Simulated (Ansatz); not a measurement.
Two isomers of C2H4FNOSi: A = `C[SiH](F)N=C=O`, B = `N#CC(O)(F)[SiH3]`.

Program: Ansatz. Geometries: PBE0-D4/def2-TZVP. ΔE: electronic, gas phase. CCSD(T)/CBS adds triple-zeta CCSD(T) − MP2 to the extrapolated MP2 energy (def2 sets, frozen cores). DFT in def2-TZVPP. B3LYP here is the variant with VWN-RPA as its local correlation; programs differ in this. One conformer a species, not always the lowest.

(1) Which is lower in electronic energy at CCSD(T)/CBS, and by how much? (Estimate.)

(2) Give E(B) − E(A) in kJ/mol with BLYP-D4, B3LYP-D4, CCSD(T)/def2-TZVPP, CCSD(T)/def2-SVP, MP2/def2-TZVPP, ωB97M-V, CCSD/def2-TZVPP. (Best estimate.)

(3) Does the order hold for the free energy at 298.15 K (harmonic terms from PBE0-D4)? (Best estimate.)

Largest T1 diagnostic: 0.014.

## Answers

(1) The calculation gave: A, by 460.3 kJ/mol.

(2) Ansatz gave: BLYP-D4 462.1, B3LYP-D4 472.4, CCSD(T)/def2-TZVPP 452.1, CCSD(T)/def2-SVP 419.9, MP2/def2-TZVPP 474.1, ωB97M-V 461.9, CCSD/def2-TZVPP 453.6. None reverses the order clearly.

(3) Computed: Yes: G(B) − G(A) = +451.9 kJ/mol, for one conformer each. Modes under 60 cm⁻¹, often nearly free rotors, make the harmonic entropy too high.

Leaving LDA and LC-ωPBE aside and taking each functional with its dispersion term where it has one, the values, not all of them listed here, spread over 36.0 kJ/mol, from revPBE-D4 to B97M-V. LDA lies +4.5 kJ/mol from PBE without D4. From r2SCAN to r2SCAN0 (25 % exact exchange), in def2-TZVPP and without D4, E(B) − E(A) moves by +3.8 kJ/mol.
